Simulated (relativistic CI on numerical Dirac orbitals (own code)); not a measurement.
Calculated at this level of theory: Dirac-Coulomb-Breit CI, separate exchange-only KLI orbitals for each configuration, model QED (radiative potential, 1s self-energy scaled to tabulated hydrogen-like ionisation energies), unscaled Slater integrals (own radial code, finite nucleus).

The strongest absorption lines from the ground level of an ion, among the configurations computed and to levels below about 520 eV (vacuum wavelength in nm, gf): 2.3892 (0.6), 2.3975 (0.67), 2.4072 (0.72), 2.4094 (0.7), 2.4663 (1), 4.4545 (14), 4.4696 (7.5), 4.4824 (11).

Problem. Which ion is it?
A. Ir³⁰⁺
B. Ir³⁴⁺
C. W²⁹⁺
D. Ir³²⁺

Solution. D. Ir³²⁺ has 45 electrons and the ground level 4s2 4p6 4d9 2D_5/2; the strongest line goes to 4s2 4p6 4d8 4f 2F°_7/2. The pattern of lines fixes the number of electrons, and along that sequence the line energies rise steadily with the charge (about as its square where n changes within one kind of shell, about linearly where n is kept but much faster in heavy ions where fine structure, which grows about as Z⁴, sets the gap, and irregularly where shells cross), which fixes Z. Configurations outside the model, such as inner-shell arrays, can give stronger lines. At this charge energies of transitions that change n are usually good to better than 1 %, and those within a shell (Δn = 0) to a few per cent.

LS names give the leading component of a level, which can be under half, so a name can repeat, a term be missing and a line seem to break the LS rules.
